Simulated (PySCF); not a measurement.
**How the method changes the constants of SnAs**

State: ²Π (doublet), unpaired electrons π ↑. Set-up: PySCF, scalar-relativistic core potentials, basis sets Sn def2-SVP with ECP28, As def2-SVP. De refers to Sn + As in their high-spin ground configurations, without counterpoise correction. The functionals are run spin-unrestricted. A positive dipole means Sn(−)As(+). Levels whose curve was spin-contaminated or gave no clean fit are not listed.

| Level | Re (Å) | ωe (cm⁻¹) | De (eV) | μ (D) | CPU s a point (SCF and correlation, without the integrals) |
| --- | --- | --- | --- | --- | --- |
| PBE | 2.476 | 275 | 2.93 | -1.53 | 1 |
| PBEsol | 2.456 | 282 | 3.16 | -1.47 | 0.75 |
| r²SCAN | 2.450 | 284 | 2.66 | -1.69 | 1.4 |
| TPSSh | 2.452 | 286 | 2.69 | -1.73 | 1.6 |
| r²SCANh | 2.442 | 284 | 2.55 | -1.74 | 1.6 |
| PBE0 | 2.442 | 290 | 2.56 | -1.76 | 1.6 |

(1) What does a quarter of exact exchange do here, going from PBE to PBE0?

(2) What does the step from GGA to meta-GGA do here, going from PBE to r²SCAN?

These are scalar-relativistic numbers at best; spin–orbit coupling would shift them, the dissociation energy most. The state was picked by a PBE0 search and need not be the measured ground state.

The whole job (state search and all levels along the bond) took about 3.4 min on 1 thread of Arm Neoverse V1 (shared host), peak memory 0.75 GiB.

Answers

(1) PBE0 less PBE: -3.4 pm in Re, +5.5 % in ωe, -0.37 eV in De. Exact exchange removes part of the self-interaction that spreads semilocal densities, and in most molecules shortens and stiffens the bond and lowers De; so it does here.

(2) r²SCAN less PBE: -2.6 pm in Re, +3.3 % in ωe, -0.27 eV in De.
